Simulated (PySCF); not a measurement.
## B(2+) (boron, charge +2) across methods

[He] 2p1, 2P determinant (an excited configuration). All numbers are calculated (PySCF 2.14, the non-relativistic Hamiltonian (point nucleus), in aug-cc-pVQZ (6s5p4d3f2g, 80 functions)).

| method | E (hartree) | mean ε 1s α (eV) | mean ε 1s β (eV) | mean ε 2p α (eV) | Σ⟨r²⟩ (bohr²) | ⟨S²⟩ |
| --- | --- | --- | --- | --- | --- | --- |
| wB97X-V | -23.2316 | -219.26 | -218.84 | -30.530 | 3.305 | 0.750 |
| B3LYP | -23.2364 | -216.63 | -216.13 | -27.951 | 3.260 | 0.750 |
| UHF | -23.15356 | -239.02 | -238.38 | -31.781 | 3.332 | 0.750 |
| PBE | -23.1936 | -210.36 | -209.79 | -26.777 | 3.285 | 0.750 |
| M06 | -23.2453 | -217.95 | -217.49 | -27.875 | 3.293 | 0.750 |
| CAM-B3LYP | -23.2087 | -218.56 | -218.02 | -29.586 | 3.268 | 0.750 |
| PBE0 | -23.1972 | -217.73 | -217.13 | -28.123 | 3.288 | 0.750 |
| r2SCAN | -23.2266 | -213.41 | -212.91 | -27.065 | 3.261 | 0.750 |

**Question.** Estimate the same row for LDA.

**Answer.** E (hartree) = -22.9384; mean ε 1s α (eV) = -208.37; mean ε 1s β (eV) = -207.77; mean ε 2p α (eV) = -26.416; Σ⟨r²⟩ (bohr²) = 3.309; ⟨S²⟩ = 0.750.
